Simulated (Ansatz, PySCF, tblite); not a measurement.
Potential energy curve for Cl2OTi, SMILES [O]=[Ti]([Cl])[Cl]. The Ti1–Cl4 bond (Ti1 also carries Cl, O; Cl4 carries nothing else) is pulled apart rigidly from the PBE0/def2-TZVP optimised geometry.

Levels: UKS-M06-2X/6-31G* = unrestricted M06-2X/6-31G*, spherical d in PySCF 2.14.0; GFN2-xTB, 300 K electronic temperature (tblite); RKS-M06-2X/6-31G* = PySCF with restricted M06-2X/6-31G*, spherical d; UHF/LANL2DZ = unrestricted Hartree-Fock/LANL2DZ, with its core potentials past Ne (PySCF 2.14.0); RKS-PBE0 = restricted PBE0/def2-TZVP in Ansatz (a program for electronic structure).

Energies are in mEh, each relative to the lowest point of its own curve near equilibrium.

```tsv
R / Å	UKS-M06-2X/6-31G*	GFN2-xTB	RKS-M06-2X/6-31G*	UHF/LANL2DZ	RKS-PBE0
1.82	83.2	42.5	83.2	112.3	81.5
1.97	26.4	8.0	26.4	41.1	25.2
2.11	4.5	0.0	4.5	10.6	3.9
2.18	0.7	0.4	0.7	3.6	0.5
2.22	0.0	1.5	0.0	1.4	0.0
2.30	1.2	4.8	1.2	0.0	1.6
2.39	5.8	10.1	5.8	2.1	6.4
2.49	13.4	17.1	13.4	7.4	14.2
2.72	36.6	35.9	36.6	—	36.9
2.93	59.8	54.1	59.8	—	59.1
3.25	93.5	80.7	93.5	—	90.6
3.66	130.2	109.4	130.2	—	124.1
4.14	152.1	133.9	162.5	—	152.9
4.65	156.2	150.0	184.9	—	172.2
5.43	157.4	162.1	204.8	—	187.3
6.46	158.1	167.8	218.6	—	197.2
```

At the longest distance, 6.46 Å, RKS-M06-2X/6-31G* lies highest above its minimum (218.6 mEh) and UKS-M06-2X/6-31G* lowest (158.1 mEh).

A dash means that the run gave no value there, or that the column was ended at a point which the program doubted or which failed a test of continuity chosen for this set; such a test can also cut sound points.

The unrestricted determinant behind UKS-M06-2X/6-31G* is spin-contaminated at 4.14 to 6.46 Å (<S²> up to 1.0, against 0.00 for a pure singlet). The restricted form behind RKS-M06-2X/6-31G*, RKS-PBE0 keeps the bonding electrons paired and can't separate into open-shell fragments. The unrestricted determinant behind UHF/LANL2DZ is spin-contaminated at 1.82 to 6.46 Å (<S²> up to 1.1, against 0.00 for a pure singlet).
